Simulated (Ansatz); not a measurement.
A nudged elastic band was laid between two geometries of BH5N2 + H2O (11 atoms, charge 0, multiplicity 1).

The calculation used Ansatz 0.2.0, RKS r2SCAN/def2-SVP.

```json
{
  "movable images": "7",
  "climbing image": "yes",
  "spring": "5.0 eV/Å²",
  "optimiser": "quadratic models (default)",
  "start path": "through a guess of the saddle point",
  "force threshold": "0.05 eV/Å",
  "iteration limit": "60",
  "end points": "relaxed"
}
```

First end point:

```xyz
11
Properties=species:S:1:pos:R:3
B 0.099 -0.286 0.123
N 0.073 -0.291 1.551
H -0.765 -0.555 2.053
H 0.911 -0.385 2.116
N 1.292 -0.227 -0.619
H 2.211 -0.130 -0.205
H 1.288 -0.101 -1.621
H -0.961 -0.326 -0.463
O -0.351 2.633 0.974
H -1.175 2.521 0.485
H -0.218 1.746 1.353
```

Last end point:

```xyz
11
Properties=species:S:1:pos:R:3
B -0.064 0.604 -0.621
N -0.252 -0.019 2.341
H -0.129 -0.446 3.261
H 0.533 -0.351 1.774
N 1.244 0.094 -0.720
H 1.453 -0.802 -1.139
H 2.061 0.644 -0.477
H -0.999 -0.065 -1.000
O -0.227 1.872 -0.117
H -1.158 2.094 -0.023
H -0.057 0.975 2.469
```

Question: What changes between the two ends?

Answer: Bonds broken: B1–N2, O9–H11. Bonds formed: B1–O9, N2–H11. BH5N2 + H2O becomes BH4NO + H3N.

Question: Give the energies along the band, and the barrier.

Answer: The run converged. The highest image is number 3 of 0 to 8, 89.5 kJ/mol above the first end and 110.5 kJ/mol above the last; the last end lies 21.0 kJ/mol below the first. A vibrational analysis at the climbing image gives one clearly imaginary mode, 1029i cm⁻¹: a first-order saddle point. The orbitals stay closed-shell, which can raise the energy where a bond breaks towards radicals; this wasn't checked here.

```
image  path coordinate (Å)  energy (kJ/mol)  B1–N2 (Å)  O9–H11 (Å)  B1–O9 (Å)
    0                 0.00              0.0       1.43        0.97       3.07
    1                 0.75              9.3       1.43        0.97       2.76
    2                 1.50             52.8       1.44        0.98       2.30
    3                 2.25             89.5       1.57        1.17       1.64
    4                 2.97             10.3       1.72        2.00       1.45
    5                 3.70             -3.8       1.81        2.45       1.43
    6                 4.42             -8.1       2.37        2.86       1.39
    7                 5.15            -18.5       2.80        3.09       1.37
    8                 5.87            -21.0       3.03        2.74       1.37
```

Question: What is the geometry of the highest image?

Answer: 
```xyz
11
Properties=species:S:1:pos:R:3
B 0.045 0.284 0.185
N 0.031 0.016 1.731
H -0.708 -0.567 2.117
H 0.936 -0.249 2.119
N 1.406 0.142 -0.380
H 1.660 -0.834 -0.536
H 1.491 0.603 -1.285
H -0.974 -0.143 -0.365
O -0.194 1.887 0.444
H -1.112 2.106 0.230
H -0.176 1.354 1.486
```

Question: What are the harmonic wavenumbers there?

Answer: 1029i, 215, 334, 371, 420, 598, 646, 679, 696, 794, 813, 840, 965, 1002, 1045, 1187, 1243, 1525, 1558, 1590, 1895, 2408, 3518, 3524, 3599, 3638, 3826 cm⁻¹.

The band took 15 iterations and roughly 7 core-minutes.

Time of the run: 3.6 min on 2 threads of Arm Neoverse V2, with other jobs on the host, peak memory 0.14 GiB.
